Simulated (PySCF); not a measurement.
Energy of Pb²⁺ (lead, charge +2) between two integer charges

The 6s beta orbital of [Xe] 4f14 5d10 6s2 is emptied in steps (occupation f), with all orbitals relaxed, ending at [Xe] 4f14 5d10 6s1. Computed with PySCF 2.14 in aug-cc-pVDZ-PP with ECP60MDF (5s4p3d, 32 functions), with scalar relativity through the core potential. The exact energy is a straight line in f; departures are measured from the line between the end points of the same method.

| f | UHF (eV) | LDA (eV) | PBE (eV) | PBE0 (eV) | r2SCAN (eV) | LC-wPBE (eV) | BHandHLYP (eV) | wB97X (eV) | HSE06 (eV) | MN15 (eV) |
| --- | --- | --- | --- | --- | --- | --- | --- | --- | --- | --- |
| 1 | 0.000 | 0.000 | 0.000 | 0.000 | 0.000 | 0.000 | 0.000 | 0.000 | 0.000 | 0.000 |
| 0.8 | 0.050 | -0.764 | -0.757 | -0.551 | -0.686 | -0.098 | -0.367 | -0.171 | -0.616 | -0.424 |
| 0.6 | 0.073 | -1.148 | -1.139 | -0.828 | -1.030 | -0.149 | -0.552 | -0.255 | -0.924 | -0.629 |
| 0.4 | 0.072 | -1.150 | -1.142 | -0.829 | -1.028 | -0.150 | -0.555 | -0.252 | -0.926 | -0.621 |
| 0.2 | 0.047 | -0.767 | -0.763 | -0.554 | -0.685 | -0.101 | -0.373 | -0.164 | -0.617 | -0.406 |
| 0 | 0.000 | 0.000 | 0.000 | 0.000 | 0.000 | 0.000 | 0.000 | 0.000 | 0.000 | 0.000 |

| method | E(f=0) − E(f=1) (eV) | −ε at f=1 (eV) | −ε at f=0.4 (eV) |
| --- | --- | --- | --- |
| UHF | 29.775 | 30.093 | 29.708 |
| LDA | 32.577 | 27.808 | 33.529 |
| PBE | 32.087 | 27.367 | 33.023 |
| PBE0 | 31.743 | 28.308 | 32.427 |
| r2SCAN | 31.846 | 27.568 | 32.709 |
| LC-wPBE | 31.549 | 30.932 | 31.664 |
| BHandHLYP | 31.484 | 29.202 | 31.930 |
| wB97X | 31.654 | 30.582 | 31.886 |
| HSE06 | 31.770 | 27.927 | 32.535 |
| MN15 | 32.236 | 29.573 | 32.804 |

Orbital energy along the path (eV):

```json
{"f": "1", "UHF": "-30.093", "LDA": "-27.808", "PBE": "-27.367", "PBE0": "-28.308", "r2SCAN": "-27.568", "LC-wPBE": "-30.932", "BHandHLYP": "-29.202", "wB97X": "-30.582", "HSE06": "-27.927", "MN15": "-29.573"}
{"f": "0.8", "UHF": "-29.957", "LDA": "-29.704", "PBE": "-29.236", "PBE0": "-29.673", "r2SCAN": "-29.267", "LC-wPBE": "-31.175", "BHandHLYP": "-30.102", "wB97X": "-31.015", "HSE06": "-29.459", "MN15": "-30.663"}
{"f": "0.6", "UHF": "-29.829", "LDA": "-31.612", "PBE": "-31.121", "PBE0": "-31.046", "r2SCAN": "-30.991", "LC-wPBE": "-31.418", "BHandHLYP": "-31.010", "wB97X": "-31.453", "HSE06": "-30.994", "MN15": "-31.746"}
{"f": "0.4", "UHF": "-29.708", "LDA": "-33.529", "PBE": "-33.023", "PBE0": "-32.427", "r2SCAN": "-32.709", "LC-wPBE": "-31.664", "BHandHLYP": "-31.930", "wB97X": "-31.886", "HSE06": "-32.535", "MN15": "-32.804"}
{"f": "0.2", "UHF": "-29.594", "LDA": "-35.451", "PBE": "-34.941", "PBE0": "-33.817", "r2SCAN": "-34.418", "LC-wPBE": "-31.921", "BHandHLYP": "-32.868", "wB97X": "-32.299", "HSE06": "-34.083", "MN15": "-33.805"}
{"f": "0", "UHF": "-29.486", "LDA": "-37.373", "PBE": "-36.865", "PBE0": "-35.202", "r2SCAN": "-36.121", "LC-wPBE": "-32.193", "BHandHLYP": "-33.838", "wB97X": "-32.615", "HSE06": "-35.628", "MN15": "-34.706"}
```

Reference removal energy between the ground levels: 31.937 eV (measured; NIST Atomic Spectra Database, ionization energies). UHF lacks correlation.
